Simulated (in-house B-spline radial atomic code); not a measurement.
Computed with a B-spline radial atomic code. Model: two electrons, singlet ground state, non-relativistic, full CI in B-splines with partial waves to l = 8 (at full coupling up to 3e-4 hartree above the limit, correlation up to 0.6 % small), density held at that of full coupling by Lieb maximisation.

W(λ) is the mean repulsion in the state of coupling λ less the Hartree energy of the fixed density. Its start is exact exchange, its initial slope is twice the second-order Görling-Levy correlation energy, and its area from 0 to 1 is E_xc. A straight curve means weak, dynamic correlation, and a curve that drops fast and flattens means strong correlation.

Command:
```bash
python run_ac.py task.json out
```
Settings (lengths in bohr, energies in hartree):
```
potential              yukawa
strength               1.52
lmax                   8
second                 0.106
```

Time taken, with all properties: 33 s on 1 thread of Intel(R) Xeon(R) Processor @ 2.30GHz, with other jobs on the host.

**W = mean repulsion less Hartree energy, and W of three functionals.**

Given: confinement screened point charge; nuclear charge 1.52; screening of the nucleus 0.106 1/bohr; external potential -Z exp(-k r)/r.

Computed: LDA exchange minus exact 95.977 millihartree; SCAN exchange minus exact -6.484 millihartree.

```csv
coupling,W xc (hartree),W xc minus exchange (millihartree),kinetic minus Kohn-Sham (millihartree),LDA (PW92) W minus its exchange (millihartree),PBE W minus its exchange (millihartree),SCAN W minus its exchange (millihartree)
0,-0.71462,0,0,0,0,0
0.02,-0.71661,-1.99,0.02,-10.97,-1.68,-1.8
0.05,-0.71954,-4.926,0.12,-22.09,-4.23,-4.41
0.12,-0.72617,-11.559,0.68,-41.47,-10.19,-10.22
0.25,-0.73773,-23.119,2.81,-67.78,-20.94,-20.18
0.4,-0.74997,-35.352,6.77,-90.92,-32.62,-30.61
0.6,-0.76467,-50.051,14.1,-115.36,-46.93,-43.11
0.8,-0.77778,-63.163,23.25,-135.29,-59.92,-54.3
1,-0.78953,-74.918,33.81,-152.19,-71.73,-64.41
1.4,-0.8097,-95.081,57.87,-179.82,-92.42,-82.05
2,-0.83359,-118.97,98.16,-211.43,-117.82,-103.62
3,?,?,?,?,?,?
4.5,?,?,?,?,?,?
7,-0.91817,-203.56,429.36,-328.06,-221.53,-188.44
```

(1) What belongs in the row 3?

(2) What belongs in the row 4.5?

(3) What is the PBE exchange minus exact?

**Energy parts, natural occupations and partial-wave weights.**

Computed: exchange energy -0.71462 hartree; correlation energy -0.04111 hartree; kinetic part of the DFT correlation energy 0.033808 hartree; kinetic part over minus potential part 0.45126; Hartree energy 1.4292 hartree; Kohn-Sham kinetic 1.4589 hartree; Lieb Oxford ratio E_xc over LDA exchange 1.2216.

```
natural  occupation of the shell (electrons)
      s                               1.9683
      s                             0.017609
      p                             0.012853
      d                                    ?
      p                           0.00037421
      s                           0.00022662
```

(4) What belongs in the row d?

```
wave      weight
   s     0.99306
   p   0.0066302
   d           ?
   f  3.4471e-05
   g  7.7229e-06
```

(5) What belongs in the row d?

(6) What is the total energy?

(7) What is the initial slope twice GL2?

Answers

(1) W xc (hartree): -0.86225; W xc minus exchange (millihartree): -147.63; kinetic minus Kohn-Sham (millihartree): 168.89; LDA (PW92) W minus its exchange (millihartree): -249.19; PBE W minus its exchange (millihartree): -150.02; SCAN W minus its exchange (millihartree): -130.79.

(2) W xc (hartree): -0.89033; W xc minus exchange (millihartree): -175.71; kinetic minus Kohn-Sham (millihartree): 272.57; LDA (PW92) W minus its exchange (millihartree): -287.47; PBE W minus its exchange (millihartree): -184.16; SCAN W minus its exchange (millihartree): -159.03.

(3) 2.9539 millihartree.

(4) occupation of the shell (electrons): 0.00047294.

(5) weight: 0.00026357.

(6) -1.2124 hartree.

(7) -0.10014 hartree.

Half-way to full coupling W has made 57 % of its drop, against 50 % for a straight line, and second-order (GL2) theory, half the initial slope, overshoots the correlation energy by about 22 %: a moderate bend, as in light atoms. Over couplings 0 to 1 the errors in E_xc come to about +41 millihartree for LDA, +5.5 millihartree for PBE, -0.9 millihartree for SCAN, so SCAN is nearest. In LDA and SCAN the errors of exchange and correlation have opposite signs, so the sum is smaller than the larger of the two.
